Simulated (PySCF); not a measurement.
PySCF input for HOP, SMILES O=P, TDDFT-LC-ωPBE/def2-TZVPD. The structure is a stationary point at TPSSh-D3(BJ)/def2-TZVPD.

```python
import numpy as np
from pyscf import gto, scf, dft, tdscf

mol = gto.M(
    atom='''
    P    -0.11290148   -0.47128580    0.00000000
    O     0.05486272    1.00722470    0.00000000
    H     1.25462043   -0.98851062    0.00000000
    ''',
    basis='def2-TZVPD',
    charge=0,
    spin=0,
    symmetry=True,
    max_memory=1600,
    verbose=4,
)
mf = dft.RKS(mol, xc='lc_wpbe').density_fit(auxbasis='def2-universal-jkfit')
mf.grids.level = 3
mf.conv_tol = 1e-9
mf.max_cycle = 100
mf.kernel()
mf.grids = dft.Grids(mol).set(level=1).build(with_non0tab=True)  # coarser grid for the response kernel
td = tdscf.TDDFT(mf)
td.singlet = True
td.nstates = 10
td.conv_tol = 1e-4
td.positive_eig_threshold = 1e-6
td.kernel(x0=td.get_init_guess(mf, 15))
td.analyze()
tt = tdscf.TDA(mf)
tt.singlet = False
tt.nstates = 4
tt.conv_tol = 1e-4
tt.positive_eig_threshold = 1e-6
tt.kernel(x0=tt.get_init_guess(mf, 9))
tt.analyze(verbose=3)
```

Output:

```
PySCF version 2.14.0

[INPUT] verbose = 4
[INPUT] num. atoms = 3
[INPUT] num. electrons = 24
[INPUT] charge = 0
[INPUT] spin (= nelec alpha-beta = 2S) = 0
[INPUT] symmetry True subgroup None
[INPUT] Mole.unit = angstrom
[INPUT] Symbol           X                Y                Z      unit          X                Y                Z       unit  Magmom
[INPUT]  1 P     -0.112901480000  -0.471285800000   0.000000000000 AA   -0.213352876258  -0.890601088397   0.000000000000 Bohr   0.0
[INPUT]  2 O      0.054862720000   1.007224700000   0.000000000000 AA    0.103675515249   1.903378828897   0.000000000000 Bohr   0.0
[INPUT]  3 H      1.254620430000  -0.988510620000   0.000000000000 AA    2.370889002984  -1.868014343024   0.000000000000 Bohr   0.0

nuclear repulsion = 49.9227167287314
point group symmetry = Cs
symmetry origin: [-7.87385897e-10 -1.57477166e-09  0.00000000e+00]
symmetry axis x: [ 1.00000000e+00 -3.69201115e-09  0.00000000e+00]
symmetry axis y: [3.69201115e-09 1.00000000e+00 0.00000000e+00]
symmetry axis z: [0. 0. 1.]
num. orbitals of irrep A' = 63
num. orbitals of irrep A" = 29
number of shells = 34
number of NR pGTOs = 135
number of NR cGTOs = 92
basis = def2-TZVPD
ecp = {}


[settings echo left out]
init E= -417.002442040764
HOMO (A') = -0.290737970020679  LUMO (A") = -0.154373745400013  gap/eV = 3.71066
cycle= 1 E= -416.888413719147  delta_E= 0.114  |g|= 0.863  |ddm|= 1.39
HOMO (A') = -0.233664255682712  LUMO (A") = -0.027442084623897  gap/eV = 5.61159
cycle= 2 E= -416.632625366704  delta_E= 0.256  |g|= 1.47  |ddm|= 1.15
HOMO (A') = -0.382253569328505  LUMO (A") = -0.0527983198439301  gap/eV = 8.96493
cycle= 3 E= -417.039318654985  delta_E= -0.407  |g|= 0.0454  |ddm|= 0.704
HOMO (A') = -0.377111345849372  LUMO (A") = -0.035396201697905  gap/eV = 9.29854
cycle= 4 E= -417.039906043221  delta_E= -0.000587  |g|= 0.0168  |ddm|= 0.0621
HOMO (A') = -0.379361766602479  LUMO (A") = -0.0358814504967873  gap/eV = 9.34658
cycle= 5 E= -417.039983602009  delta_E= -7.76e-05  |g|= 0.00371  |ddm|= 0.0137
HOMO (A') = -0.379157756328247  LUMO (A") = -0.035664045265702  gap/eV = 9.34694
cycle= 6 E= -417.039991190742  delta_E= -7.59e-06  |g|= 0.000998  |ddm|= 0.00647
HOMO (A') = -0.379245848752184  LUMO (A") = -0.0357840758228383  gap/eV = 9.34607
cycle= 7 E= -417.039991885795  delta_E= -6.95e-07  |g|= 0.000276  |ddm|= 0.00186
HOMO (A') = -0.379270940650592  LUMO (A") = -0.035803230317895  gap/eV = 9.34623
cycle= 8 E= -417.039991950329  delta_E= -6.45e-08  |g|= 0.000127  |ddm|= 0.000695
HOMO (A') = -0.379270335397273  LUMO (A") = -0.0357924331723876  gap/eV = 9.34651
cycle= 9 E= -417.039991957575  delta_E= -7.25e-09  |g|= 2.58e-05  |ddm|= 0.000198
HOMO (A') = -0.379273452545554  LUMO (A") = -0.0357942963057774  gap/eV = 9.34654
cycle= 10 E= -417.039991957983  delta_E= -4.08e-10  |g|= 4.38e-06  |ddm|= 4.64e-05
HOMO (A') = -0.379273189538196  LUMO (A") = -0.0357937230201886  gap/eV = 9.34655
Extra cycle  E= -417.039991957994  delta_E= -1.15e-11  |g|= 2.61e-06  |ddm|= 8.33e-06
converged SCF energy = -417.039991957994
tot grids = 14064
Overwritten attributes  positive_eig_threshold  of <class 'pyscf.tdscf.rks.TDDFT'>


******** <class 'pyscf.tdscf.rks.TDDFT'> for <class 'pyscf.df.df_jk.DFSymAdaptedRKS'> ********
nstates = 10 singlet
deg_eia_thresh = 1.000e-03
wfnsym = None
conv_tol = 0.0001
eigh lindep = 1e-12
eigh level_shift = 0
eigh max_cycle = 100


Excitation energies (eV)
[2.43939599 5.62399639 6.20529077 6.90578271 7.05350594 7.36551564
 8.60612386 9.16670398 9.20834422 9.35656234]

** Singlet excitation energies and oscillator strengths **
Excited State   1:   A"      2.43940 eV    508.26 nm  f=0.0034
      12 -> 13        0.70448
Excited State   2:   A"      5.62400 eV    220.46 nm  f=0.0089
      11 -> 13        0.69581
Excited State   3:   A'      6.20529 eV    199.80 nm  f=0.0112
      10 -> 13       -0.18249
      12 -> 14       -0.36843
      12 -> 15       -0.54572
Excited State   4:   A"      6.90578 eV    179.54 nm  f=0.0000
       9 -> 13        0.69581
Excited State   5:   A'      7.05351 eV    175.78 nm  f=0.0938
      10 -> 13        0.59914
      12 -> 15       -0.26512
Excited State   6:   A'      7.36552 eV    168.33 nm  f=0.1253
      10 -> 13       -0.23552
      12 -> 14        0.55573
      12 -> 15       -0.30523
      12 -> 16        0.12475
Excited State   7:   A'      8.60612 eV    144.07 nm  f=0.0942
      12 -> 14        0.11621
      12 -> 16       -0.47192
      12 -> 17        0.10491
      12 -> 19       -0.45979
Excited State   8:   A'      9.16670 eV    135.25 nm  f=0.0508
      12 -> 16        0.23581
      12 -> 17        0.63866
Excited State   9:   A"      9.20834 eV    134.64 nm  f=0.0003
      10 -> 14       -0.10046
      10 -> 15       -0.11316
      12 -> 18       -0.58301
      12 -> 20       -0.34438
Excited State  10:   A"      9.35656 eV    132.51 nm  f=0.0367
      10 -> 15       -0.14511
      12 -> 18        0.37310
      12 -> 20       -0.55921

** Transition electric dipole moments (AU) **
state          X           Y           Z        Dip. S.      Osc.
  1         0.0000     -0.0000      0.2397      0.0575      0.0034
  2         0.0000     -0.0000      0.2547      0.0649      0.0089
  3         0.2097     -0.1714      0.0000      0.0734      0.0112
  4        -0.0000     -0.0000      0.0019      0.0000      0.0000
  5        -0.3774     -0.6325     -0.0000      0.5425      0.0938
  6        -0.7764      0.3021     -0.0000      0.6941      0.1253
  7         0.5698     -0.3491      0.0000      0.4466      0.0942
  8         0.0847      0.4678     -0.0000      0.2261      0.0508
  9         0.0000     -0.0000      0.0356      0.0013      0.0003
 10         0.0000     -0.0000      0.4001      0.1601      0.0367

** Transition velocity dipole moments (imaginary part, AU) **
state          X           Y           Z        Dip. S.      Osc.
  1         0.0000      0.0000      0.0215      0.0005      0.0034
  2         0.0000     -0.0000      0.0517      0.0027      0.0086
  3         0.0510     -0.0407      0.0000      0.0043      0.0125
  4        -0.0000      0.0000     -0.0007      0.0000      0.0000
  5        -0.0984     -0.1651     -0.0000      0.0369      0.0949
  6        -0.2141      0.0820     -0.0000      0.0526      0.1294
  7         0.1799     -0.1126      0.0000      0.0450      0.0949
  8         0.0285      0.1591     -0.0000      0.0261      0.0517
  9         0.0000     -0.0000      0.0175      0.0003      0.0006
 10         0.0000     -0.0000      0.1407      0.0198      0.0384

** Transition magnetic dipole moments (imaginary part, AU) **
state          X           Y           Z
  1         0.1559     -1.3852      0.0000
  2         1.0023     -0.2236      0.0000
  3         0.0000     -0.0000     -1.4538
  4         1.0771      0.3667      0.0000
  5        -0.0000      0.0000     -0.2457
  6         0.0000     -0.0000      0.4909
  7         0.0000      0.0000     -0.8732
  8        -0.0000      0.0000     -0.0801
  9         0.5648      0.2114     -0.0000
 10         0.7273      0.3043     -0.0000
Overwritten attributes  positive_eig_threshold  of <class 'pyscf.tdscf.rks.TDA'>


******** <class 'pyscf.tdscf.rks.TDA'> for <class 'pyscf.df.df_jk.DFSymAdaptedRKS'> ********
nstates = 4 triplet
deg_eia_thresh = 1.000e-03
wfnsym = None
conv_tol = 0.0001
eigh lindep = 1e-12
eigh level_shift = 0
eigh max_cycle = 100


Excitation energies (eV)
[1.45949927 4.19985863 4.66309612 5.32995586]

** Triplet excitation energies and oscillator strengths **
Excited State   1:   A"      1.45950 eV    849.50 nm  f=0.0000
Excited State   2:   A'      4.19986 eV    295.21 nm  f=0.0000
Excited State   3:   A"      4.66310 eV    265.88 nm  f=0.0000
Excited State   4:   A'      5.32996 eV    232.62 nm  f=0.0000
```

Self-consistency was reached.
